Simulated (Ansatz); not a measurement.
Reactions of `BC=C[SiH](N)F`.

Program: Ansatz. Geometries: PBE0-D4/def2-TZVP. ΔE: electronic, gas phase. CCSD(T)/CBS adds triple-zeta CCSD(T) − MP2 to the extrapolated MP2 energy (def2 sets, frozen cores). This one scheme is used for every species. Double bonds are as drawn, so ΔE can hold a change between cis and trans. DFT in def2-TZVPP. Elements past krypton have def2 core potentials. For Ge, Sn outer-core shells are correlated without core-valence functions, which leaves a few kJ/mol of doubt a bond. Scalar relativity is left out up to krypton. Each species was taken in one conformer, which may not be the lowest.

```csv
reaction,CCSD/CBS(def2) (kcal/mol),PBE-D4 (kcal/mol),CCSD(T)/CBS(def2) (kcal/mol)
`B/C=C\[SiH](N)F` + `[NH2][GeH2][OH]` → `[NH2][GeH2][O][SiH](N)F` + `BC=C`,-36.4,-32.6,-35.9
`B/C=C\[SiH](N)F` + `[OH][SnH3]` → `N[SiH](F)[O][SnH3]` + `BC=C`,-36.1,-31.0,-35.4
`B/C=C\[SiH](N)F` + H₂S → `N[SiH](F)S` + `BC=C`,-17.2,-17.2,-17.0
`B/C=C\[SiH](N)F` + `N[SiH](N)F` → `N[Si@H](F)N[Si@H](N)F` + `BC=C`,-20.6,-18.7,-20.5
```

Largest T1 diagnostic: 0.014, for `[OH][SnH3]`.
